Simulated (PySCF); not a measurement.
Species: C₅H₁₁O₂PS.
SMILES with atom numbers: `[OH:1][CH2:2][P:3]1(=[S:4])[CH2:5][CH2:6][O:7][CH2:8][CH2:9]1`

Geometry (GFN2-xTB, Å), atoms numbered from 1 in this order:
```
atom  x, y, z in Å
O1     2.658    1.734    0.543
C2     2.146    0.480    0.876
P3     0.732    0.103   -0.284
S4     1.248    0.255   -2.148
C5    -0.644    1.216    0.231
C6    -1.915    0.667   -0.422
O7    -2.245   -0.623    0.033
C8    -1.361   -1.622   -0.410
C9     0.025   -1.521    0.236
H10    2.853    1.743   -0.408
H11    1.805    0.529    1.913
H12    2.902   -0.317    0.780
H13   -0.437    2.228   -0.126
H14   -0.742    1.221    1.317
H15   -2.773    1.294   -0.170
H16   -1.787    0.663   -1.516
H17   -1.834   -2.571   -0.144
H18   -1.251   -1.575   -1.505
H19   -0.055   -1.567    1.323
H20    0.667   -2.329   -0.122
```

NICS = −σ at a ghost point: NICS(0) at the centroid of the ring atoms, NICS(1) 1 Å to either side along the normal of their mean plane, zz for the tensor component along that normal. Level: GIAO PBE0/pcSseg-1 (PySCF, non-relativistic, gas phase) on the GFN2-xTB geometry, one conformer.

Ring bond lengths (Å), with Mayer bond orders in brackets: P3–C5 1.843 (0.87), C5–C6 1.531 (1.02), C6–O7 1.407 (0.93), O7–C8 1.406 (0.94), C8–C9 1.532 (1.01), C9–P3 1.846 (0.88).

Question: Give the NICS values of each ring in ppm.

Answer: 
| ring | type | NICS(0) | NICS(1), two faces | NICS(1)zz, two faces | rms pucker (Å) | centre to ring atoms, mean (Å) |
| --- | --- | --- | --- | --- | --- | --- |
| P3–C5–C6–O7–C8–C9 | 6-membered ring with O and P; formal bonds all single | -2.6 | -2.2 / -2.1 | 2.5 / 3.4 | 0.27 | 1.52 |

Question: What can be read from them?

Answer: 
- P3–C5–C6–O7–C8–C9: mean NICS(1)zz 3.0 ppm, near zero. P3, C5, C6, C8, C9 have four or more neighbours; no verdict on aromaticity is drawn.

Question: List the ring angles and the Hirshfeld charges of the ring atoms.

Answer: 
- P3–C5–C6–O7–C8–C9: P3 99.6° (+0.336 e), C5 106.5° (-0.117 e), C6 112.7° (+0.002 e), O7 113.7° (-0.146 e), C8 112.9° (+0.003 e), C9 106.6° (-0.117 e); sum 652.0° against 720° for a flat convex ring.

Question: What are the shieldings of the ring atoms and their hydrogens in the same run (means over atoms taken as equivalent)?

Answer: 
| atoms | environment | σ isotropic (ppm) |
| --- | --- | --- |
| P3 | phosphorus bonded to 3 C and S | 297.8 |
| C5 (×2) | sp3 carbon bound to phosphorus | 151.8 |
| C6 (×2) | sp3 carbon bound to oxygen | 120.4 |
| O7 | cyclic ether oxygen | 282.0 |
| H13 (×2) | methylene hydrogen | 30.25 |
| H14 (×2) | methylene hydrogen | 29.90 |
| H15 (×2) | methylene hydrogen | 27.42 |
| H16 (×2) | methylene hydrogen | 27.48 |
